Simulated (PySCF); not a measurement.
SMILES c1c(C=O)ccc(SC)c1, C₈H₈OS

Geometry (Å), atoms numbered from 1 in this order:
```xyz
18

C    -3.265   -0.188    0.717
S    -2.455   -0.318   -0.882
C    -0.753   -0.138   -0.500
C    -0.246    0.055    0.796
C     1.121    0.186    0.994
C     2.009    0.128   -0.085
C     3.459    0.268    0.140
O     3.975    0.434    1.218
C     1.502   -0.064   -1.377
C     0.138   -0.196   -1.586
H    -3.092    0.793    1.184
H    -4.339   -0.295    0.512
H    -2.955   -0.993    1.398
H    -0.916    0.103    1.655
H     1.534    0.336    1.995
H     4.080    0.208   -0.793
H     2.190   -0.110   -2.226
H    -0.252   -0.346   -2.596
```

Computed with quadratic response CAM-B3LYP/aug-cc-pVDZ first hyperpolarisability, Taylor convention, gas phase (PySCF). Geometry: PBE0-D3(BJ)/def2-SVP.

Question: Give the tensor of the second harmonic β(−2ω;ω,ω) at 1907 nm in the axes of these coordinates.

Answer: In au, Taylor convention; rows are the first index (the induced dipole):
```csv
,xx,yy,zz,xy,xz,yz
x,-1673.0,+42.2,+49.5,-160.3,-170.5,-17.4
y,-160.0,+25.9,+6.0,+40.5,-17.8,+37.6
z,-169.8,+37.9,+97.9,-17.8,+44.4,+5.5
```
Norm of βᵢ = ⅓ Σⱼ (βᵢⱼⱼ + βⱼᵢⱼ + βⱼⱼᵢ): 1591.5 au, hyper-Rayleigh value 690.9 au.
